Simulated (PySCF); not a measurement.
Dissociation curve of SiH (cation, charge +1), singlet.

Computed with CCSD(T) on UHF/6-31G, 5 core orbitals frozen in PySCF.

**Question.** Relative to R = 1.56 Å, what are the energies at R = 1.37, 1.48, 2.75, 6.14 Å?

**Answer.** 0.359 eV at 1.37 Å, 0.059 eV at 1.48 Å, 1.998 eV at 2.75 Å, 2.519 eV at 6.14 Å.

The unrestricted determinant behind UCCSD(T) is spin-contaminated at 1.13 to 1.28, 2.07 to 6.14 Å (<S²> up to 1.0, against 0.00 for a pure singlet).
